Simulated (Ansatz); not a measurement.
Born–Oppenheimer molecular dynamics of H$_{8}$N$_{4}$Si (13 atoms, charge 0, multiplicity 1). It starts from a relaxed structure.

Theory: RKS LDA/6-31G in Ansatz.

* ensemble: NVT, Langevin thermostat
* time step: 0.25 fs
* steps asked: 300
* set temperature: 100 K
* friction: 0.01 /fs
* seed: 659323

Frames 5 fs apart, positions in Å, forces in eV/Å.

Velocities at 12.5 fs (Å/ps):

```
Si -0.24 -0.49 -0.08
N 2.40 -1.23 1.45
H -8.60 -2.29 -0.49
H 5.25 -7.51 -2.65
N -1.84 1.74 1.33
H -6.68 9.83 -14.52
H 2.58 11.21 0.77
N -0.54 -0.10 1.83
H -6.15 -7.97 6.16
H 4.10 -0.61 8.51
N 0.34 0.08 -0.89
H 1.27 1.25 -13.39
H -15.29 -5.78 -4.96
```

```xyz
13
Properties=species:S:1:pos:R:3:forces:R:3 time_fs=12.5 energy_less_start_eV=0.078 T=52
Si -0.007 -0.004 0.012 0.46 -0.07 -0.39
N 0.103 -0.309 1.724 0.77 0.65 -0.30
H -0.714 -0.614 2.216 -0.54 -0.33 0.59
H 0.828 0.173 2.264 -0.23 -0.24 0.03
N 1.680 0.217 -0.433 0.42 -0.48 0.58
H 2.457 -0.325 -0.007 -0.74 0.41 -0.25
H 1.940 0.720 -1.273 -0.01 0.10 -0.26
N -0.749 1.381 -0.782 0.31 -0.17 0.37
H -1.754 1.440 -0.911 -0.15 0.06 -0.06
H -0.246 2.267 -0.800 -0.08 0.03 -0.11
N -1.035 -1.305 -0.519 0.23 -0.01 0.70
H -1.076 -2.231 -0.105 0.13 0.04 0.10
H -1.572 -1.181 -1.348 -0.57 0.01 -1.01
13
Properties=species:S:1:pos:R:3:forces:R:3 time_fs=17.5 energy_less_start_eV=0.084 T=66
Si -0.009 -0.007 0.008 0.50 0.10 -0.07
N 0.118 -0.315 1.730 -0.77 -0.09 -0.23
H -0.726 -0.627 2.231 0.51 0.07 -0.04
H 0.849 0.123 2.276 0.13 0.05 0.24
N 1.671 0.228 -0.427 -0.06 0.37 -0.44
H 2.437 -0.312 -0.054 0.19 -0.31 0.38
H 1.940 0.761 -1.257 -0.26 -0.08 0.07
N -0.750 1.382 -0.772 -0.21 -0.24 0.33
H -1.768 1.411 -0.894 0.37 0.19 -0.03
H -0.250 2.270 -0.767 -0.19 0.07 -0.13
N -1.035 -1.298 -0.529 -1.12 -0.76 -0.82
H -1.046 -2.250 -0.139 0.20 0.51 0.04
H -1.633 -1.222 -1.379 0.71 0.10 0.70
13
Properties=species:S:1:pos:R:3:forces:R:3 time_fs=22.5 energy_less_start_eV=0.050 T=84
Si -0.009 -0.006 0.005 0.07 -0.04 0.20
N 0.125 -0.320 1.732 -0.05 0.09 -0.10
H -0.664 -0.652 2.279 -0.18 -0.16 -0.04
H 0.869 0.077 2.304 0.08 0.04 -0.21
N 1.662 0.242 -0.422 0.39 -0.16 -0.02
H 2.410 -0.339 -0.029 -0.18 0.24 -0.09
H 1.916 0.794 -1.242 -0.03 -0.14 0.05
N -0.752 1.377 -0.760 -0.09 0.10 0.23
H -1.759 1.408 -0.896 -0.07 0.05 -0.07
H -0.291 2.284 -0.741 0.01 0.07 -0.09
N -1.045 -1.299 -0.545 0.34 0.41 0.46
H -0.976 -2.208 -0.126 -0.03 -0.62 0.29
H -1.608 -1.245 -1.373 -0.27 0.10 -0.62
13
Properties=species:S:1:pos:R:3:forces:R:3 time_fs=27.5 energy_less_start_eV=0.091 T=66
Si -0.009 -0.003 0.001 -0.39 -0.10 0.52
N 0.132 -0.329 1.736 -0.02 -0.04 0.07
H -0.622 -0.705 2.319 0.06 0.05 -0.37
H 0.912 0.041 2.292 -0.15 -0.01 -0.36
N 1.656 0.258 -0.414 0.33 -0.53 0.37
H 2.373 -0.355 -0.011 -0.08 0.41 -0.24
H 1.906 0.816 -1.220 0.19 0.03 -0.23
N -0.763 1.379 -0.744 -0.18 0.33 0.03
H -1.759 1.419 -0.932 -0.24 -0.18 -0.01
H -0.336 2.300 -0.749 0.27 0.09 0.01
N -1.053 -1.301 -0.556 0.37 -0.28 0.45
H -0.931 -2.217 -0.086 -0.43 0.53 -0.62
H -1.594 -1.231 -1.425 0.27 -0.29 0.38
13
Properties=species:S:1:pos:R:3:forces:R:3 time_fs=32.5 energy_less_start_eV=0.083 T=64
Si -0.014 0.000 -0.001 -0.40 -0.17 0.82
N 0.144 -0.341 1.743 -0.42 -0.14 -1.27
H -0.589 -0.773 2.297 -0.05 0.02 0.04
H 0.940 0.025 2.237 0.35 0.21 0.35
N 1.652 0.268 -0.406 -0.13 0.49 -0.68
H 2.358 -0.339 -0.035 0.67 -0.30 0.25
H 1.917 0.832 -1.223 -0.08 -0.29 0.31
N -0.771 1.389 -0.733 -0.62 0.58 -0.23
H -1.774 1.401 -0.965 0.41 -0.12 0.18
H -0.346 2.321 -0.770 0.04 -0.37 0.08
N -1.053 -1.305 -0.559 0.35 1.08 -0.11
H -0.964 -2.201 -0.126 -0.13 -0.86 0.24
H -1.551 -1.246 -1.444 0.02 -0.13 0.01
13
Properties=species:S:1:pos:R:3:forces:R:3 time_fs=37.5 energy_less_start_eV=0.089 T=72
Si -0.021 0.000 0.008 0.03 0.13 0.39
N 0.151 -0.353 1.730 0.58 0.34 -0.51
H -0.566 -0.817 2.276 -0.03 0.02 0.17
H 0.977 0.032 2.219 -0.70 -0.30 -0.16
N 1.651 0.284 -0.407 0.86 -0.96 0.64
H 2.414 -0.318 -0.034 -0.70 0.52 -0.18
H 1.928 0.812 -1.217 0.01 0.35 -0.53
N -0.780 1.405 -0.721 0.23 -0.71 0.24
H -1.753 1.363 -0.974 -0.54 0.12 -0.10
H -0.342 2.311 -0.763 0.20 0.36 0.00
N -1.043 -1.299 -0.567 -0.04 -1.09 0.28
H -1.024 -2.261 -0.170 0.12 0.96 -0.11
H -1.514 -1.281 -1.468 -0.01 0.25 -0.15
13
Properties=species:S:1:pos:R:3:forces:R:3 time_fs=42.5 energy_less_start_eV=0.088 T=74
Si -0.026 -0.001 0.021 0.36 0.40 -0.56
N 0.160 -0.366 1.709 -0.79 -0.55 0.16
H -0.539 -0.863 2.275 0.23 0.26 -0.30
H 0.934 0.020 2.219 0.46 0.27 0.35
N 1.662 0.290 -0.409 -0.74 0.85 -1.04
H 2.413 -0.244 -0.032 0.76 -0.64 0.56
H 1.928 0.820 -1.258 -0.37 -0.32 0.56
N -0.790 1.415 -0.704 -0.34 -0.21 -0.06
H -1.778 1.380 -1.003 0.59 0.15 0.27
H -0.327 2.329 -0.752 -0.20 -0.35 0.03
N -1.034 -1.301 -0.574 -0.26 0.45 -0.74
H -1.060 -2.230 -0.195 0.17 -0.53 0.54
H -1.472 -1.263 -1.500 0.14 0.23 0.21
13
Properties=species:S:1:pos:R:3:forces:R:3 time_fs=47.5 energy_less_start_eV=0.124 T=58
Si -0.029 0.003 0.030 0.84 0.39 -1.07
N 0.168 -0.385 1.694 0.70 0.27 0.97
H -0.514 -0.894 2.238 -0.30 -0.14 0.18
H 0.945 0.019 2.244 -0.54 -0.24 -0.42
N 1.672 0.295 -0.421 -0.01 -1.11 1.42
H 2.455 -0.245 0.026 -1.01 0.69 -0.62
H 1.898 0.801 -1.254 0.27 0.37 -0.67
N -0.794 1.421 -0.688 0.70 -0.73 0.37
H -1.746 1.418 -0.988 -0.94 -0.06 -0.15
H -0.339 2.318 -0.735 0.32 0.37 0.04
N -1.023 -1.304 -0.584 0.19 -0.21 0.67
H -1.069 -2.234 -0.137 0.04 0.65 -0.44
H -1.416 -1.201 -1.510 -0.26 -0.25 -0.28
13
Properties=species:S:1:pos:R:3:forces:R:3 time_fs=52.5 energy_less_start_eV=0.127 T=73
Si -0.028 0.010 0.030 0.89 -0.07 -1.01
N 0.181 -0.410 1.689 -1.04 -0.68 0.54
H -0.525 -0.941 2.217 0.30 0.30 -0.25
H 0.913 -0.015 2.245 0.59 0.34 0.42
N 1.676 0.289 -0.422 -1.82 1.08 -0.98
H 2.394 -0.216 0.029 1.18 -0.74 0.58
H 1.922 0.798 -1.288 -0.11 -0.39 0.62
N -0.795 1.418 -0.669 -0.46 0.40 -0.22
H -1.783 1.452 -0.971 0.62 -0.13 0.35
H -0.312 2.324 -0.694 -0.13 -0.32 0.01
N -1.014 -1.304 -0.588 0.13 1.02 -0.23
H -1.077 -2.197 -0.126 -0.05 -0.41 -0.05
H -1.381 -1.194 -1.536 -0.10 -0.40 0.24
13
Properties=species:S:1:pos:R:3:forces:R:3 time_fs=57.5 energy_less_start_eV=0.092 T=84
Si -0.016 0.014 0.022 0.33 -0.44 -0.38
N 0.187 -0.443 1.689 0.67 0.65 0.20
H -0.516 -0.972 2.171 -0.44 -0.31 0.44
H 0.915 -0.010 2.277 -0.45 -0.28 -0.31
N 1.661 0.283 -0.422 0.74 -0.78 1.07
H 2.429 -0.245 0.064 -1.01 0.61 -0.57
H 1.948 0.735 -1.274 0.08 0.30 -0.49
N -0.803 1.419 -0.650 0.96 -0.05 0.28
H -1.766 1.460 -0.914 -0.76 -0.01 -0.10
H -0.285 2.292 -0.663 -0.07 0.20 -0.09
N -1.006 -1.292 -0.593 -0.08 -0.22 0.23
H -1.094 -2.208 -0.140 0.17 0.35 -0.14
H -1.372 -1.246 -1.538 -0.15 -0.02 -0.13
13
Properties=species:S:1:pos:R:3:forces:R:3 time_fs=62.5 energy_less_start_eV=0.098 T=76
Si -0.005 0.010 0.011 -0.34 -0.33 0.05
N 0.192 -0.467 1.687 -1.26 -0.62 -0.24
H -0.540 -1.024 2.163 0.56 0.47 -0.26
H 0.867 -0.025 2.278 0.52 0.30 0.53
N 1.652 0.275 -0.418 -0.24 0.91 -1.14
H 2.368 -0.225 0.050 0.95 -0.72 0.73
H 1.960 0.703 -1.298 -0.27 -0.04 0.29
N -0.808 1.423 -0.633 -0.19 -0.24 0.04
H -1.817 1.436 -0.844 0.66 0.15 0.18
H -0.279 2.292 -0.643 -0.29 0.23 -0.14
N -1.007 -1.281 -0.600 -0.30 -0.47 -0.28
H -1.070 -2.196 -0.147 0.15 0.20 0.01
H -1.379 -1.282 -1.553 0.05 0.17 0.23
13
Properties=species:S:1:pos:R:3:forces:R:3 time_fs=67.5 energy_less_start_eV=0.077 T=87
Si -0.001 0.004 -0.001 -0.47 -0.20 0.49
N 0.183 -0.491 1.677 0.58 0.71 -0.13
H -0.527 -1.023 2.139 -0.65 -0.44 0.38
H 0.834 -0.024 2.319 -0.15 -0.14 -0.34
N 1.643 0.274 -0.420 1.32 -0.41 0.17
H 2.376 -0.270 0.079 -0.57 0.53 -0.52
H 1.917 0.687 -1.309 0.12 0.07 0.04
N -0.806 1.423 -0.616 0.57 0.06 0.10
H -1.802 1.415 -0.761 -0.51 0.09 -0.09
H -0.342 2.331 -0.646 -0.11 -0.08 -0.02
N -1.010 -1.281 -0.608 0.00 0.30 -0.22
H -1.036 -2.170 -0.137 0.00 -0.52 0.18
H -1.365 -1.280 -1.559 -0.13 0.03 -0.06
```

Of the whole run (75 fs, mean temperature of the second half 75 K): The mean temperature of the second half is 25 % below the set value. A run of 0.075 ps of so small a system gives no equilibrium averages. Limits of this set-up: no polarisation functions.

Time of the run: 14 min on 1 thread of Arm Neoverse V1 (shared host), peak memory 0.12 GiB.
